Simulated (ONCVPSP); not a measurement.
# PBEsol ONCV dataset for nitrogen, scalar-relativistic all-electron reference.

N (Z = 7), optimised norm-conserving Vanderbilt (ONCV), made with ONCVPSP 4.0.1 (PBEsol, scalar-relativistic). Core [He], reference 2s1 2p4. Waves: 2s: rc 1.05 bohr, ncon 4, nbas 8, qcut 7.4 1/bohr, 2 projectors, debl 1.6 Ha; 2p: rc 2.50 bohr, ncon 4, nbas 9, qcut 5.5 1/bohr, 2 projectors, debl 1.4 Ha; d scattering state at 0.16 Ha: rc 1.90 bohr, ncon 5, nbas 8, qcut 5 1/bohr, 2 projectors, debl 0.8 Ha. Local part: polynomial inside 0.80 bohr (lpopt 2, dvloc0 0 Ha). Core correction: polynomial model core, fcfact 0.55.

- Cutoffs needed: 25 Ha and 83 Ha (the cutoffs (Ha) at which the residual kinetic energy of the hardest occupied pseudo-wave falls to 1 and 0.1 mHa per electron)
- Ghost test: no bound ghost flagged; no localised positive-energy state flagged
- Largest excitation error: +1706 meV (all-electron minus pseudo) for 2s2 2p1, out of 4 test configurations
- rms error of d²Exc/dni dnj: 0.77 mHa without and 0.79 mHa with the model core
